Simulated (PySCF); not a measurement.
SMILES C[SiH](C)/C=C/[SiH2]F (C4H11FSi2), singlet at its GFN2-xTB optimised geometry (Å):

```
18

Si    -1.9237    -2.7692     3.4190
F     -3.5361    -2.7433     3.3284
C     -1.2990    -1.8980     1.8795
C     -0.0183    -1.7050     1.5632
Si     0.5808    -0.8186     0.0000
C     -0.0745     0.9688     0.0000
C     -0.0741    -1.7347    -1.5349
H     -1.5805    -4.1848     3.4644
H     -1.6132    -2.0596     4.6535
H     -2.0548    -1.5236     1.1961
H      0.7338    -2.0801     2.2478
H      2.0548    -0.8186     0.0000
H      0.2362     1.5023    -0.8935
H      0.2916     1.5236     0.8587
H     -1.1601     0.9917     0.0354
H      0.2904    -2.7570    -1.5701
H     -1.1598    -1.7752    -1.5379
H      0.2384    -1.2419    -2.4508
```

Computed with PBE0/def2-SVP run with PySCF.

Map of the electron localisation function on the plane z = 0.6 Å:

```
|                           |
|                           |
|                           |
|                           |
|                           |
|            .:::.          |
|            -*%#=.         |
|       .::.:*@@@%-         |
|      .+##+=#@@@%-         |
|      -%@@%*#@@@%:         |
|      -@@@@#*%@%+.         |
|      .#@@@#+*#*:          |
|        +#*++##*-..:=+:    |
|          .:+##+--*%@@#.   |
|           .-=. .*@@@@@+   |
|    .=*=.  .-:   #@@@@@*   |
|    +@@@#  .**. .#@@@@@*   |
|   .#@@@@: :#@#=-+%@@@@=   |
|    *@@@%- :*%@#-:=#%%*.   |
|    -#@%*:.:+##+:. .--.    |
|     :==:::-=+=:.          |
|       ..:----:.           |
|        .:--:..            |
|         ....              |
|                           |
|                           |
|                           |
```
Scale: ten equal steps from 0.000 (start of ' ') to 0.999 (end of '@'), in the order ' .:-=+*#%@'; x runs from -4.50 to 4.50, y from -4.50 (bottom) to 4.50 (top).
